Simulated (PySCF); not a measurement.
C$_{4}$H$_{12}$BNO, singlet, geometry from GFN2-xTB, with bond 15-12 at 1.4 times its length; CASSCF(6,4)/STO-3G (PySCF).

The PySCF input:
```python
from pyscf import gto, scf, mcscf
import numpy

mol = gto.M(
    atom='''
B     0.04354515   -0.25725732    0.57126355
H     0.53169097   -1.06345959    1.28286789
O    -0.50407890   -0.59029486   -0.63222227
C    -0.43189816   -1.89443902   -1.14644955
C     0.82152809   -2.08842259   -1.99660914
H    -0.43983311   -2.63146939   -0.33208394
H    -1.32690634   -2.04462455   -1.76247607
H     1.70813965   -1.94579897   -1.38309519
H     0.83609712   -3.09004176   -2.41840046
H     0.83938812   -1.36147605   -2.80487294
N     0.00028850    1.08189111    0.96715064
C    -0.57782901    2.12257376    0.14885759
C     0.50839707    1.57374296    2.22346468
H    -1.41509970    2.60216010    0.66724468
H     0.46643823    3.19829940   -0.17401576
H    -0.93569833    1.67998462   -0.77564665
H     1.28635661    2.32751019    2.05720394
H    -0.29256628    2.03757828    2.81031260
H     0.93205304    0.75336515    2.79653674
''',
    basis='sto-3g',
    verbose=4,
)

mf = scf.RHF(mol)
mf.kernel()
mc = mcscf.CASSCF(mf, 4, 6)
mc.fix_spin_(ss=0.0)
mc.kernel()
occ = numpy.linalg.eigvalsh(mc.fcisolver.make_rdm1(mc.ci, mc.ncas, mc.nelecas))[::-1]
ss = mc.fcisolver.spin_square(mc.ci, mc.ncas, mc.nelecas)[0]
print('natural occupations', occ.round(4), ' <S^2>', round(ss, 4))
```

What the program printed (banner, timings and long lists left out):

```
PySCF version 2.14.0

[INPUT] verbose = 4
[INPUT] num. atoms = 19
[INPUT] num. electrons = 56
[INPUT] charge = 0
[INPUT] spin (= nelec alpha-beta = 2S) = 0
[INPUT] symmetry False subgroup None
[INPUT] Mole.unit = angstrom
[INPUT] Symbol           X                Y                Z      unit          X                Y                Z       unit  Magmom
[...]
nuclear repulsion = 305.689106725148
number of shells = 33
number of NR pGTOs = 141
number of NR cGTOs = 47
basis = sto-3g
ecp = {}

******** <class 'pyscf.scf.hf.RHF'> ********
method = RHF
initial guess = minao
damping factor = 0
level_shift factor = 0
DIIS = <class 'pyscf.scf.diis.CDIIS'>
diis_start_cycle = 1
diis_space = 8
diis_damp = 0
SCF conv_tol = 1e-09
SCF conv_tol_grad = None
SCF max_cycles = 50
direct_scf = True
direct_scf_tol = 1e-13
Set gradient conv threshold to 3.16228e-05
Initial guess from minao.
init E= -309.721403909208
[...]
cycle= 1 E= -308.497022792373  delta_E= 1.22  |g|= 0.499  |ddm|= 5.08
[...]
cycle= 2 E= -308.582848881119  delta_E= -0.0858  |g|= 0.164  |ddm|= 0.838
[...]
cycle= 3 E= -308.591094837292  delta_E= -0.00825  |g|= 0.0352  |ddm|= 0.225
[...]
cycle= 4 E= -308.591709303067  delta_E= -0.000614  |g|= 0.00553  |ddm|= 0.075
[...]
cycle= 5 E= -308.591722097438  delta_E= -1.28e-05  |g|= 0.00168  |ddm|= 0.00893
[...]
cycle= 6 E= -308.591724203537  delta_E= -2.11e-06  |g|= 0.000396  |ddm|= 0.00428
[...]
cycle= 7 E= -308.591724293155  delta_E= -8.96e-08  |g|= 8.55e-05  |ddm|= 0.000898
[...]
cycle= 8 E= -308.591724298537  delta_E= -5.38e-09  |g|= 2.2e-05  |ddm|= 0.000221
[...]
cycle= 9 E= -308.591724298838  delta_E= -3.01e-10  |g|= 5e-06  |ddm|= 5.37e-05
[...]
Extra cycle  E= -308.591724298852  delta_E= -1.39e-11  |g|= 2.03e-06  |ddm|= 9.42e-06
converged SCF energy = -308.591724298852

******** <class 'pyscf.mcscf.mc1step.CASSCF'> ********
CAS (3e+3e, 4o), ncore = 25, nvir = 18
max_cycle_macro = 50
max_cycle_micro = 4
conv_tol = 1e-07
conv_tol_grad = None
orbital rotation max_stepsize = 0.02
orbital rotation threshold for CI restart = 0.01
augmented hessian ah_max_cycle = 30
augmented hessian ah_conv_tol = 1e-12
augmented hessian ah_linear dependence = 1e-14
augmented hessian ah_level shift = 1e-08
augmented hessian ah_start_tol = 2.5
augmented hessian ah_start_cycle = 3
augmented hessian ah_grad_trust_region = 3
kf_trust_region = 3
kf_interval = 4
ci_response_space = 4
ci_grad_trust_region = 3
with_dep4 0
natorb = False
canonicalization = True
sorting_mo_energy = False
ao2mo_level = 2
internal_rotation = False
******** <class 'pyscf.fci.addons.SpinPenaltyFCISolver'> ********
max. cycles = 50
conv_tol = 1e-08
davidson only = True
linear dependence = 1e-12
level shift = 0.001
max iter space = 12
nroots = 1
pspace_size = 400
spin = None
CASCI E = -308.595689963100  S^2 = 0.0000000
Set conv_tol_grad to 0.000316228
macro iter   1 ( 21 JK    4 micro), CASSCF E = -308.603198558928  dE = -7.50859583e-03  S^2 = 0.0000000
               |grad[o]|=0.0087  |grad[c]|=0.0124  |ddm|=0.0336  |maxRot[o]|=0.314
macro iter   2 ( 21 JK    4 micro), CASSCF E = -308.622346830803  dE = -1.91482719e-02  S^2 = 0.0000000
               |grad[o]|=0.0196  |grad[c]|=0.0189  |ddm|=0.0378  |maxRot[o]|=0.314
macro iter   3 ( 21 JK    4 micro), CASSCF E = -308.631210521810  dE = -8.86369101e-03  S^2 = 0.0000000
               |grad[o]|=0.0251  |grad[c]|=0.0173  |ddm|=0.0395  |maxRot[o]|=0.212
macro iter   4 ( 20 JK    4 micro), CASSCF E = -308.631686845597  dE = -4.76323787e-04  S^2 = 0.0000000
               |grad[o]|=0.0103  |grad[c]|=0.0484  |ddm|=0.0176  |maxRot[o]|=0.208
macro iter   5 ( 17 JK    4 micro), CASSCF E = -308.631756325151  dE = -6.94795535e-05  S^2 = 0.0000000
               |grad[o]|=0.00558  |grad[c]|=0.0543  |ddm|=0.00508  |maxRot[o]|=0.227
macro iter   6 (  7 JK    2 micro), CASSCF E = -308.631792053925  dE = -3.57287739e-05  S^2 = 0.0000000
               |grad[o]|=0.00413  |grad[c]|=0.0168  |ddm|=0.000746  |maxRot[o]|=0.066
[...]
macro iter  32 ( 21 JK    4 micro), CASSCF E = -308.632065461833  dE = -3.67579810e-06  S^2 = 0.0000000
               |grad[o]|=0.00102  |grad[c]|=0.0054  |ddm|=0.00034  |maxRot[o]|=0.087
macro iter  33 ( 12 JK    3 micro), CASSCF E = -308.632065903324  dE = -4.41490442e-07  S^2 = 0.0000000
               |grad[o]|=0.000881  |grad[c]|=0.00871  |ddm|=0.002  |maxRot[o]|=0.074
macro iter  34 (  7 JK    2 micro), CASSCF E = -308.632070296110  dE = -4.39278591e-06  S^2 = 0.0000000
               |grad[o]|=0.00074  |grad[c]|=0.00296  |ddm|=0.000828  |maxRot[o]|=0.0317
macro iter  35 ( 12 JK    3 micro), CASSCF E = -308.632063635928  dE =  6.66018224e-06  S^2 = 0.0000000
               |grad[o]|=0.000337  |grad[c]|=0.00786  |ddm|=0.00115  |maxRot[o]|=0.0459
macro iter  36 ( 17 JK    4 micro), CASSCF E = -308.632067602525  dE = -3.96659749e-06  S^2 = 0.0000000
               |grad[o]|=0.000634  |grad[c]|=0.00266  |ddm|=0.000358  |maxRot[o]|=0.0231
macro iter  37 (  7 JK    2 micro), CASSCF E = -308.632071774674  dE = -4.17214869e-06  S^2 = 0.0000000
               |grad[o]|=0.00042  |grad[c]|=0.0071  |ddm|=0.000675  |maxRot[o]|=0.0355
macro iter  38 (  7 JK    2 micro), CASSCF E = -308.632074069587  dE = -2.29491303e-06  S^2 = 0.0000000
               |grad[o]|=0.000174  |grad[c]|=0.0132  |ddm|=0.000829  |maxRot[o]|=0.0497
macro iter  39 (  7 JK    2 micro), CASSCF E = -308.632074666259  dE = -5.96672578e-07  S^2 = 0.0000000
               |grad[o]|=0.000294  |grad[c]|=0.00485  |ddm|=9.89e-05  |maxRot[o]|=0.0266
macro iter  40 (  7 JK    2 micro), CASSCF E = -308.632075491611  dE = -8.25351322e-07  S^2 = 0.0000000
               |grad[o]|=0.000559  |grad[c]|=0.0053  |ddm|=3.17e-05  |maxRot[o]|=0.028
macro iter  41 (  7 JK    2 micro), CASSCF E = -308.632077593965  dE = -2.10235476e-06  S^2 = 0.0000000
               |grad[o]|=0.000814  |grad[c]|=0.0235  |ddm|=0.000662  |maxRot[o]|=0.0666
macro iter  42 (  7 JK    2 micro), CASSCF E = -308.632078476931  dE = -8.82965594e-07  S^2 = 0.0000000
               |grad[o]|=0.000457  |grad[c]|=0.00932  |ddm|=0.000287  |maxRot[o]|=0.0421
macro iter  43 ( 12 JK    3 micro), CASSCF E = -308.632065586180  dE =  1.28907510e-05  S^2 = 0.0000000
               |grad[o]|=0.000253  |grad[c]|=0.00527  |ddm|=0.00317  |maxRot[o]|=0.0477
macro iter  44 (  7 JK    2 micro), CASSCF E = -308.632072724335  dE = -7.13815513e-06  S^2 = 0.0000000
               |grad[o]|=0.00106  |grad[c]|=0.000108  |ddm|=0.000465  |maxRot[o]|=0.0206
macro iter  45 (  7 JK    2 micro), CASSCF E = -308.632079239027  dE = -6.51469162e-06  S^2 = 0.0000000
               |grad[o]|=0.000685  |grad[c]|=0.00342  |ddm|=0.000922  |maxRot[o]|=0.0363
macro iter  46 (  7 JK    2 micro), CASSCF E = -308.632081084566  dE = -1.84553954e-06  S^2 = 0.0000000
               |grad[o]|=0.000525  |grad[c]|=0.00828  |ddm|=6.61e-05  |maxRot[o]|=0.0446
macro iter  47 ( 11 JK    3 micro), CASSCF E = -308.632076133789  dE =  4.95077705e-06  S^2 = 0.0000000
               |grad[o]|=0.000412  |grad[c]|=0.00761  |ddm|=0.00311  |maxRot[o]|=0.0709
macro iter  48 ( 21 JK    4 micro), CASSCF E = -308.632077867178  dE = -1.73338890e-06  S^2 = 0.0000000
               |grad[o]|=0.000811  |grad[c]|=7.8e-05  |ddm|=0.000135  |maxRot[o]|=0.015
macro iter  49 ( 15 JK    4 micro), CASSCF E = -308.632064478677  dE =  1.33885007e-05  S^2 = 0.0000000
               |grad[o]|=0.000536  |grad[c]|=0.0101  |ddm|=0.00237  |maxRot[o]|=0.0543
macro iter  50 ( 21 JK    4 micro), CASSCF E = -308.632066993709  dE = -2.51503110e-06  S^2 = 0.0000000
               |grad[o]|=0.000377  |grad[c]|=0.000156  |ddm|=0.000124  |maxRot[o]|=0.0113
1-step CASSCF not converged,  50 macro (525 JK 127 micro) steps
CASSCF canonicalization
Density matrix diagonal elements [1.95275847 1.99814675 1.96285667 0.08623811]
CASSCF energy = -308.632066993709
CASCI E = -308.632066993709  E(CI) = -9.37356055998578  S^2 = 0.0000000
natural occupations [1.9999 1.9997 1.9142 0.0862]  <S^2> 0.0
```

The run did not converge; its last values are not results.
